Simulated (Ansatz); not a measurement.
Isolated molecules relaxed with PBE0-D4/def2-TZVP in Ansatz; ΔE leaves out vibrations. CBS: MP2 limit from def2 TZ/QZ plus the TZ coupled-cluster correction, frozen cores. DFT in def2-TZVPP. One conformer a species, not always the lowest.

`C=NC[SiH3]` + `OC(O)[SiH3]` → `OC([SiH3])O[SiH3]` + `C=NC`  (ligand exchange at the Si–C bond)

(1) Is it downhill or uphill in electronic energy at CCSD(T)/CBS, and by how much? (Best estimate.)

(2) What do these levels give: PBE-D4, r2SCAN-D4, PBE0-D4, ωB97X-V, B2PLYP, r2SCAN, MP2/def2-TZVPP, SCS-MP2/def2-TZVPP, CCSD/def2-TZVPP, SCS-MP2/def2-QZVPP, HF/CBS(def2), CCSD/CBS(def2)? (An estimate is asked.)

Largest T1 diagnostic among the species: 0.013.

Results:

(1) Computed: Downhill: ΔE = -93.0 kJ/mol.

(2) Ansatz gave: PBE-D4 -80.3, r2SCAN-D4 -91.4, PBE0-D4 -84.4, ωB97X-V -92.8, B2PLYP -96.0, r2SCAN -91.0, MP2/def2-TZVPP -95.1, SCS-MP2/def2-TZVPP -98.7, CCSD/def2-TZVPP -95.7, SCS-MP2/def2-QZVPP -98.4, HF/CBS(def2) -110.3, CCSD/CBS(def2) -94.8 kJ/mol.

From PBE to PBE0 (25 % exact exchange), in def2-TZVPP and without D4, ΔE moves by −4.1 kJ/mol. In def2-TZVPP, CCSD(T) changes the Hartree–Fock value by +15.2 kJ/mol (the triples alone add +1.8 kJ/mol) and MP2 by +14.0 kJ/mol.
